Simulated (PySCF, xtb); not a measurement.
Sn(H)2(Et)(NH2) (C2H9NSn), SMILES C[CH2][SnH2][NH2].

GFN2-xTB run with xtb at its own geometry gives an orbital gap of 5.03 eV and a dipole moment of 1.60 D.

Geometry: r2SCAN-D4/def2-SVP. The structure was generated by enumeration; whether it is a known compound was not checked. The def2 effective core potentials stand for the cores of Sn; spin–orbit coupling is left out. One conformer was computed; it need not be the lowest.

Problem. What does PBE/def2-TZVP run with PySCF give? (Estimate from the structure and the level; the computed values follow.)

Solution. gap 4.90 eV (levels -5.67 and -0.77 eV), dipole 0.73 D.
